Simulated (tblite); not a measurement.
A geometry optimisation, step by step.

C3H12BOP.
SMILES with atom numbers: `[OH:1][CH2:2][CH2:3][CH2:4][BH2-:5][PH3+:6]` (hydrogens: H7 on O1; H8, H9 on C2; H10, H11 on C3; H12, H13 on C4; H14, H15 on B5; H16, H17, H18 on P6)

Computed with GFN2-xTB (tblite), gas phase: L-BFGS steps from a force-field or distance-geometry start until the largest atomic force falls under 0.01 eV/Å. 8 of its 164 geometries are shown.

Step 0: E = -552.4298 eV, largest atomic force 2.165 eV/Å
```
atom  x, y, z in Å  |  force x, y, z in eV/Å
O1      2.717    0.015   -0.903    0.451   0.038  -2.117
C2      2.226    0.776    0.151   -0.314   0.696   0.279
C3      1.129   -0.011    0.845   -0.111  -0.251  -0.291
C4      0.067   -0.200   -0.246    0.057  -0.500   0.425
B5     -1.195   -1.018    0.302   -0.420  -0.441   0.092
P6     -2.720    0.102    0.074    1.128  -0.798   0.378
H7      2.250    0.232   -1.773    0.702  -0.365   1.745
H8      3.049    1.039    0.836   -0.028  -0.105  -0.289
H9      1.770    1.695   -0.264    0.332   0.110   0.405
H10     0.660    0.552    1.666    0.477  -0.323  -0.046
H11     1.552   -0.997    1.174   -0.570   0.916  -0.115
H12    -0.230    0.800   -0.580    0.203   0.044  -0.365
H13     0.486   -0.799   -1.062    0.092   0.577   0.010
H14    -1.128   -1.307    1.444   -0.156   0.046   0.398
H15    -1.359   -1.993   -0.340   -0.445  -0.367  -0.226
H16    -2.886    0.460   -1.271   -0.441   0.304   0.671
H17    -2.546    1.289    0.856   -0.847  -0.570  -0.773
H18    -3.851   -0.630    0.453   -0.109   0.989  -0.181
```

Step 23: E = -553.2810 eV, largest atomic force 0.088 eV/Å
```
atom  x, y, z in Å  |  force x, y, z in eV/Å
O1      2.959    0.247   -0.952    0.003  -0.019  -0.041
C2      2.312    0.853    0.141   -0.053   0.007   0.033
C3      1.170    0.017    0.734   -0.012  -0.055   0.000
C4      0.046   -0.257   -0.267    0.027   0.021  -0.016
B5     -1.204   -1.149    0.334   -0.005   0.007  -0.020
P6     -2.741   -0.005    0.116    0.076   0.002   0.044
H7      2.297    0.055   -1.628    0.030  -0.008   0.082
H8      3.094    0.998    0.893   -0.021   0.020  -0.023
H9      1.927    1.843   -0.154   -0.005   0.000   0.009
H10     0.774    0.556    1.599    0.015  -0.026  -0.037
H11     1.575   -0.932    1.088   -0.001  -0.012  -0.015
H12    -0.293    0.717   -0.648   -0.049   0.059  -0.028
H13     0.465   -0.783   -1.129    0.043  -0.006   0.002
H14    -1.154   -1.382    1.501    0.020   0.006   0.001
H15    -1.463   -2.119   -0.310   -0.001  -0.032   0.023
H16    -3.003    0.486   -1.149   -0.012   0.019  -0.056
H17    -2.726    1.217    0.761   -0.013   0.040   0.007
H18    -4.043   -0.355    0.433   -0.039  -0.023   0.031
```

Step 47: E = -553.2927 eV, largest atomic force 0.043 eV/Å
```
atom  x, y, z in Å  |  force x, y, z in eV/Å
O1      3.016    0.285   -0.902    0.005  -0.025   0.015
C2      2.292    0.873    0.153    0.008   0.008  -0.016
C3      1.174   -0.016    0.703   -0.018  -0.004  -0.009
C4      0.050   -0.252   -0.307   -0.039  -0.010  -0.011
B5     -1.201   -1.132    0.314    0.010  -0.018   0.010
P6     -2.741    0.013    0.129   -0.023   0.012  -0.012
H7      2.380   -0.056   -1.541    0.002  -0.003  -0.011
H8      3.031    1.081    0.930   -0.002   0.001   0.019
H9      1.862    1.831   -0.178   -0.005   0.041  -0.011
H10     0.763    0.468    1.591    0.027  -0.004   0.019
H11     1.596   -0.975    1.005    0.007  -0.012   0.011
H12    -0.280    0.735   -0.665   -0.033  -0.010  -0.006
H13     0.456   -0.766   -1.181    0.018   0.004   0.003
H14    -1.123   -1.343    1.486   -0.003  -0.001   0.003
H15    -1.476   -2.120   -0.296    0.006   0.023  -0.011
H16    -3.066    0.473   -1.137   -0.002  -0.002   0.011
H17    -2.716    1.252    0.745    0.007  -0.001  -0.003
H18    -4.025   -0.346    0.514    0.035   0.001  -0.002
```

Step 70: E = -553.2948 eV, largest atomic force 0.026 eV/Å
```
atom  x, y, z in Å  |  force x, y, z in eV/Å
O1      3.046    0.261   -0.863   -0.002   0.019   0.018
C2      2.287    0.877    0.151   -0.009   0.001  -0.003
C3      1.164   -0.009    0.696    0.002   0.007   0.001
C4      0.039   -0.248   -0.314    0.009   0.007   0.003
B5     -1.202   -1.143    0.303    0.002   0.014  -0.006
P6     -2.737    0.014    0.141   -0.010  -0.002  -0.004
H7      2.432   -0.079   -1.525    0.002  -0.009   0.003
H8      3.001    1.115    0.945   -0.004  -0.018  -0.019
H9      1.862    1.825   -0.220   -0.003  -0.005  -0.006
H10     0.756    0.471    1.589    0.001  -0.001  -0.004
H11     1.590   -0.968    0.998   -0.015   0.001   0.000
H12    -0.306    0.738   -0.663    0.000  -0.004   0.003
H13     0.452   -0.746   -1.195    0.008  -0.009   0.014
H14    -1.119   -1.375    1.470    0.007   0.001  -0.004
H15    -1.486   -2.116   -0.326    0.004   0.003  -0.008
H16    -3.086    0.461   -1.123    0.002   0.004   0.012
H17    -2.688    1.260    0.741    0.003  -0.011  -0.002
H18    -4.014   -0.331    0.558    0.004   0.003   0.002
```

Step 93: E = -553.3056 eV, largest atomic force 0.100 eV/Å
```
atom  x, y, z in Å  |  force x, y, z in eV/Å
O1      3.102    0.111   -0.649   -0.081   0.026   0.014
C2      2.248    0.909    0.142    0.063   0.009  -0.046
C3      1.047    0.129    0.679   -0.016  -0.019  -0.036
C4      0.041   -0.229   -0.416   -0.037  -0.037  -0.005
B5     -1.177   -1.200    0.119   -0.005  -0.029  -0.017
P6     -2.684   -0.001    0.261   -0.064   0.009   0.003
H7      2.548   -0.414   -1.242    0.066   0.060   0.036
H8      2.873    1.270    0.967   -0.066   0.020  -0.072
H9      1.896    1.777   -0.444    0.051  -0.046   0.070
H10     0.553    0.712    1.459   -0.013   0.077  -0.021
H11     1.416   -0.785    1.144    0.024  -0.081   0.012
H12    -0.340    0.709   -0.850    0.015  -0.009   0.012
H13     0.562   -0.733   -1.234    0.028  -0.014   0.032
H14    -1.019   -1.646    1.212    0.010   0.026   0.013
H15    -1.501   -2.043   -0.659   -0.076   0.029  -0.011
H16    -3.189    0.556   -0.905    0.052   0.013   0.068
H17    -2.474    1.186    0.941    0.001   0.001  -0.027
H18    -3.911   -0.303    0.841    0.050  -0.034  -0.024
```

Step 116: E = -553.3577 eV, largest atomic force 0.136 eV/Å
```
atom  x, y, z in Å  |  force x, y, z in eV/Å
O1      3.173    0.002   -0.165   -0.036  -0.063  -0.051
C2      2.177    0.955    0.116   -0.031   0.061   0.058
C3      0.858    0.300    0.535   -0.041   0.035   0.025
C4      0.091   -0.318   -0.636    0.007   0.046  -0.017
B5     -1.200   -1.202   -0.174   -0.053  -0.079  -0.097
P6     -2.529    0.024    0.523    0.106  -0.016  -0.017
H7      2.736   -0.730   -0.620    0.121   0.028  -0.025
H8      2.582    1.585    0.919   -0.069  -0.098  -0.064
H9      2.003    1.598   -0.764    0.022  -0.041   0.016
H10     0.234    1.062    1.013   -0.021   0.007   0.041
H11     1.068   -0.477    1.276    0.051   0.072   0.012
H12    -0.193    0.488   -1.323    0.018   0.000  -0.029
H13     0.759   -0.973   -1.203    0.026   0.017   0.011
H14    -0.962   -1.975    0.700   -0.046   0.035   0.076
H15    -1.759   -1.727   -1.095   -0.031   0.040   0.055
H16    -3.206    0.844   -0.363    0.037   0.024   0.007
H17    -2.196    1.009    1.440   -0.050  -0.053  -0.006
H18    -3.645   -0.457    1.185   -0.008  -0.014   0.005
```

Step 140: E = -553.3905 eV, largest atomic force 0.044 eV/Å
```
atom  x, y, z in Å  |  force x, y, z in eV/Å
O1      3.166   -0.007   -0.142   -0.026   0.006   0.010
C2      2.168    0.953    0.111    0.022   0.021  -0.012
C3      0.820    0.342    0.506    0.015   0.016  -0.001
C4      0.132   -0.401   -0.639   -0.006   0.001   0.007
B5     -1.220   -1.190   -0.183   -0.020  -0.037  -0.014
P6     -2.497    0.055    0.560   -0.015   0.027   0.011
H7      2.815   -0.638   -0.780    0.000  -0.010   0.003
H8      2.557    1.561    0.932    0.010   0.028  -0.008
H9      2.036    1.602   -0.770   -0.010  -0.012   0.016
H10     0.173    1.158    0.852   -0.014  -0.027   0.005
H11     0.982   -0.339    1.344   -0.001  -0.009  -0.003
H12    -0.063    0.315   -1.445   -0.016  -0.008  -0.001
H13     0.826   -1.139   -1.053   -0.002   0.000   0.004
H14    -1.053   -1.972    0.705    0.009   0.010  -0.005
H15    -1.832   -1.665   -1.095    0.006   0.009   0.008
H16    -3.055    1.062   -0.212    0.027  -0.005   0.009
H17    -2.278    0.823    1.694    0.012  -0.033  -0.016
H18    -3.687   -0.514    0.979    0.010   0.023  -0.013
```

Step 163: E = -553.4028 eV, largest atomic force 0.010 eV/Å
```
atom  x, y, z in Å  |  force x, y, z in eV/Å
O1      3.143    0.041   -0.009    0.002  -0.004   0.003
C2      2.106    0.989    0.081    0.002   0.000   0.002
C3      0.757    0.367    0.457    0.003   0.004   0.002
C4      0.131   -0.448   -0.675   -0.002   0.003   0.003
B5     -1.236   -1.227   -0.241   -0.001   0.001  -0.001
P6     -2.408    0.044    0.621   -0.005  -0.004   0.004
H7      2.841   -0.674   -0.582    0.002  -0.002  -0.001
H8      2.428    1.697    0.850   -0.001   0.000   0.001
H9      2.007    1.534   -0.871   -0.007   0.004  -0.003
H10     0.074    1.183    0.733   -0.003   0.001   0.005
H11     0.899   -0.265    1.337    0.006   0.000  -0.001
H12    -0.047    0.224   -1.520    0.003   0.000  -0.006
H13     0.855   -1.190   -1.025    0.001  -0.002  -0.003
H14    -1.082   -2.067    0.595    0.003  -0.003   0.003
H15    -1.880   -1.619   -1.167   -0.008  -0.002  -0.001
H16    -2.768    1.231    0.004    0.001   0.004  -0.009
H17    -2.138    0.577    1.869    0.005   0.000   0.004
H18    -3.690   -0.392    0.906   -0.001   0.001  -0.003
```

**Question.** Summarise the path.

**Answer.** The energy falls by 93.87 kJ/mol from step 0 to step 163; nine tenths of that is first reached at step 93. It rises by more than 0.2 meV at steps 89 and 103. The largest force goes from 2.165 to 0.010 eV/Å. Among the bonds P6–H17 changes most, from 1.431 to 1.384 Å; the atoms move by 0.974 Å rms after alignment.

The cost below is that of the whole relaxation. Hardware: one thread, Arm Neoverse N1 (aarch64), on a shared host. Cost: 1.6 s of wall time.
